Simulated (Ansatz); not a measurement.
BBrGeH4 (`[BH2][GeH2][Br]`), relaxed with RKS PBE-D4/def2-SVP in Ansatz 0.2.0 from a rough embedded geometry. The force threshold is 0.03 eV/Å; the program also tests the step.

Total charge 0; spin multiplicity 1.

Start:

```xyz
7

B     0.980    0.625   -0.357
Ge   -0.637   -0.244    0.353
Br   -1.019   -2.230   -0.784
H     1.354    1.604    0.044
H     1.635    0.086   -1.261
H    -0.452   -0.551    1.855
H    -1.861    0.709    0.149
```

Task: How much energy does the relaxation release, and in how many steps? (Best estimate.)

Result: Ansatz gave: 0.22 eV, in 3 steps.

Task: Which bonds change most? (Best estimate.)

Result: The calculation gave: B1–H4 from 1.122 to 1.217 Å; B1–Ge2 from 1.968 to 2.059 Å; B1–H5 from 1.240 to 1.212 Å; Ge2–Br3 from 2.320 to 2.344 Å.

Task: Give the relaxed structure. (Estimate.)

Result: Computed: 
```xyz
7

B     1.059    0.636   -0.406
Ge   -0.641   -0.250    0.345
Br   -1.127   -2.272   -0.737
H     1.409    1.704    0.060
H     1.711    0.124   -1.289
H    -0.513   -0.588    1.856
H    -1.899    0.645    0.171
```
